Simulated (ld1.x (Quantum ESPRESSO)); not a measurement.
# What one change does to a pseudopotential (tin (Sn), ultrasoft)

| Item | Value |
| --- | --- |
| Element | tin (Sn) |
| Generator | ld1.x (Quantum ESPRESSO) 7.5 |
| Type | ultrasoft |
| Functional | PBEsol |
| Relativity | scalar-relativistic |
| Frozen core | [Kr] |
| Valence charge | 14 |
| Reference configuration | 4d10 5s1.75 5p2.25 |
| Partial waves | 5s (bound): rcut 1.60, rcutus 2.00 bohr; 5s channel at -0.25 Ry: rcut 1.60, rcutus 2.00 bohr; 5p (bound): rcut 1.55, rcutus 2.05 bohr; 5p channel at 1.95 Ry: rcut 1.55, rcutus 2.05 bohr; 4d (bound): rcut 1.35, rcutus 1.45 bohr; 4d channel at -1.5 Ry: rcut 1.35, rcutus 1.45 bohr |
| Local potential | all-electron potential smoothed inside 1.20 bohr (lloc = -2) |
| Core correction | none |
| Augmentation charge | PSQ, inside the norm-conserving radii |

Change: core correction a·sin(br)/r model core inside 1.64 bohr.

Cutoffs: the cutoffs (Ry, on a coarse ladder) from which the occupation-weighted sum of valence levels, in a spherical-Bessel basis at the reference potential, stays within 10 and 1 mRy of its value at 400 Ry; they do not see the model core or the augmentation charge, which bear on the density cutoff. Errors are all-electron minus pseudo energies relative to the spin-unpolarised reference configuration.

Task: How do hardness, ghosts and transferability respond?

Result: The potential gets neither clearly harder nor softer (70 Ry and 110 Ry → 70 Ry and 110 Ry); both files keep a bound ghost (s); of the 7 tests that both files solve, the error grows in 2 and shrinks in 1 by more than 15 % and 0.3 meV (median size 1.7 → 2.0 meV). A model core, the more so a compact one, raises the density cutoff, which this test does not measure.

```csv
quantity,base,changed
"cutoff, loose",70 Ry,70 Ry
"cutoff, tight",110 Ry,110 Ry
bound ghosts,s,s
"error for 4d10 5s2 5p2, meV [ΔE -1.73 eV]",+0.2,+0.1
"error for 4d10 5s2 5p1, meV [ΔE 5.17 eV]",-1.7,-1.6
"error for 4d10 5s2 5p0, meV [ΔE 19.14 eV]",-7.0,-7.5
"error for 4d10 5s2 5p2.3, meV [ΔE -2.58 eV]",+0.5,+0.4
"error for 4d10 5s0 5p4, meV [ΔE 12.52 eV]",+4.9,-2.1
"error for 4d9 5s2 5p3, meV [ΔE 22.67 eV]",-52,-67
"error for 4d10 5s1 5p2, meV [ΔE 12.86 eV]",-0.4,-2.0
s: phases at 2.24 bohr within 0.05 rad from the reference energy up to (Ry; the scan ends near 5),to the end of the scan,to the end of the scan
p: phases at 2.24 bohr within 0.05 rad from the reference energy up to (Ry; the scan ends near 5),1.1,1.1
d: phases at 2.24 bohr within 0.05 rad from the reference energy up to (Ry; the scan ends near 5),to the end of the scan,to the end of the scan
lowest overlap eigenvalue by channel,"s 0.39, p 0.54, d 0.89","s 0.39, p 0.54, d 0.89"
```

 A true bound ghost makes a file unfit for plane-wave use even where its test errors are small: the radial tests pick states by their node count and pass the ghost by.
